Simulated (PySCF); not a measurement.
H4PSi, SMILES [SiH3][PH], multiplicity 2. Atoms are numbered in the order given.

```xyz
6

Si     0.0018    -1.0419     0.0000
P     -0.0940     1.1956     0.0000
H      0.7179    -1.5263     1.2074
H     -1.3750    -1.5915     0.0000
H      0.7179    -1.5263    -1.2074
H      1.3237     1.2963     0.0000
```
Charge 0, spin multiplicity 2.

Geometry: ωB97X-D3(BJ)/def2-TZVP. The isomer is the one that the SMILES or the coordinates give; other isomers of the formula were not compared.

Method: M06-2X/def2-TZVPD in PySCF.

Mulliken values depend strongly on the basis, most of all with diffuse functions as here. ESP charges are fitted to the potential on shells at 1.4 to 2.0 van der Waals radii. Atomic charges (e):

```tsv
atom	Mulliken	meta-Löwdin	ESP fit	Mulliken spin
Si1	0.20	0.37	[?]	-0.01
P2	-0.21	-0.12	[?]	0.97
H3	-0.03	-0.09	[?]	0.02
H4	-0.04	-0.09	[?]	0.00
H5	-0.03	-0.09	[?]	0.02
H6	0.10	0.01	[?]	-0.01
```

Task: Some entries are withheld; supply them. (An estimate is asked for; the answer gives what the named calculation found.)

Result: 
- Si1, ESP fit: 0.26
- P2, ESP fit: -0.17
- H3, ESP fit: -0.07
- H4, ESP fit: -0.05
- H5, ESP fit: -0.07
- H6, ESP fit: 0.08
